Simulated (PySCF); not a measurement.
# UHF on Te²⁹⁺ (tellurium, charge +29)

Configuration: [Ar] 3d5, high-spin 6S determinant. All numbers are calculated (PySCF 2.14, the non-relativistic Hamiltonian (point nucleus), in an uncontracted even-tempered set (17 s from 3.9 bohr⁻², ratio 2.5; 11 p from 5 bohr⁻², ratio 2.5; 8 d from 5 bohr⁻², ratio 2.5; 4 f from 21 bohr⁻², ratio 2.7; 3 g from 31 bohr⁻², ratio 2.7)).

| Item | Value |
| --- | --- |
| Total energy | -6078.150686 hartree |
| One-electron energy | -7241.6669 hartree |
| Hartree (Coulomb) energy | 1292.3944 hartree |
| Exchange energy | -128.8781 hartree |
| Kinetic energy | 6078.10981 hartree |
| ⟨S²⟩ | 8.7504 |
| ⟨L²⟩ | 0.000 |
| Sum of ⟨r⟩ | 4.763 bohr |
| Sum of ⟨r²⟩ | 1.418 bohr² |
| Density at the nucleus (Gaussians lack the cusp) | 98100 bohr⁻³ |
| Spin density at the nucleus | -3.91 bohr⁻³ |

| shell | electrons | mean orbital energy (eV) | rms radius, mean of both spins (bohr) |
| --- | --- | --- | --- |
| 1s α | 1 | -32023.2 | 0.0338 |
| 1s β | 1 | -32022.7 | 0.0338 |
| 2s α | 1 | -5930.6 | 0.135 |
| 2s β | 1 | -5900.1 | 0.135 |
| 2p α | 3 | -5638.0 | 0.117 |
| 2p β | 3 | -5609.3 | 0.117 |
| 3s α | 1 | -2043.2 | 0.338 |
| 3s β | 1 | -2011.1 | 0.338 |
| 3p α | 3 | -1925.8 | 0.328 |
| 3p β | 3 | -1883.8 | 0.328 |
| 3d α | 5 | -1726.4 | 0.291 |

A non-relativistic calculation at this Z misses sizeable relativistic shifts.

Spin-orbit constants ζ (cm⁻¹) from the X2C one-electron operator on these orbitals (non-relativistic here): bare nucleus, nucleus screened by l(l+1)(2l+1)/3 electrons, and screened by the Breit-Pauli mean field of the electrons.

```json
{"shell": "2p", "bare": "1257000", "screened nucleus": "1209000", "mean field": "1185000"}
{"shell": "3p", "bare": "267600", "screened nucleus": "257300", "mean field": "251800"}
{"shell": "3d", "bare": "49330", "screened nucleus": "39840", "mean field": "39220"}
```
